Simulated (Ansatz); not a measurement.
**Energy profile**

The step: GeH₂O ([OH][GeH]) + H₂ → GeH₄O ([OH2][GeH2]); bonds formed: Ge1–H5, O2–H3; bonds broken: H3–H5; bonds weakened to dative contacts: Ge1–O2 (atoms numbered as in the saddle structure below).

Ge1  (0.280, 0.587, -0.962)
O2  (-0.711, -0.787, 0.107)
H3  (0.374, -0.243, 0.684)
H4  (-0.570, 1.730, -0.261)
H5  (1.121, 0.379, 0.651)
H6  (-0.494, -1.666, -0.218)
(Å)

Electronic energies by CCSD(T) at an estimated basis limit (MP2 extrapolated from triple and quadruple zeta, plus CCSD(T) − MP2 in triple zeta), on PBE0-D4/def2-TZVP structures; GeH$_{4}$O, closed shell; no counterpoise correction. Ansatz 0.2.0; basis: def2-TZVPP and def2-QZVPP; cores frozen in the correlated methods. Filled d shells of the heavier atoms are correlated. The def2 sets are not built for correlating such inner shells, so the correlated values are less sure here. Extrapolation: Hartree–Fock as exp(−7.88 √X), correlation as X^−2.97.

(1) Give the profile in kcal/mol, counted from the separated reactants. (An estimate is asked for; the value comes from the calculation.)

T1 diagnostic: at most 0.016.

Answers

(1) Computed:
```json
{"point": "separated: GeH$_{2}$O (linked as [OH][GeH]; Ge1, O2, H4, H6; singlet) + H$_{2}$ (H3, H5; singlet)", "kcal/mol": "0.00"}
{"point": "start structure", "kcal/mol": "-0.99"}
{"point": "saddle", "kcal/mol": "25.91"}
{"point": "end structure", "kcal/mol": "2.24"}
```

For scale, one of the runs: CCSD(T)/def2-TZVPP, 135 basis functions, launched by `ansatz run in.yaml --threads 2 --pin off --events-out ev --progress --plain --max-ram 4352MiB`. The run took 13 s on 2 CPU threads of an Intel Xeon Platinum 8175M (shared host), with 0.76 GiB of host memory at its peak.
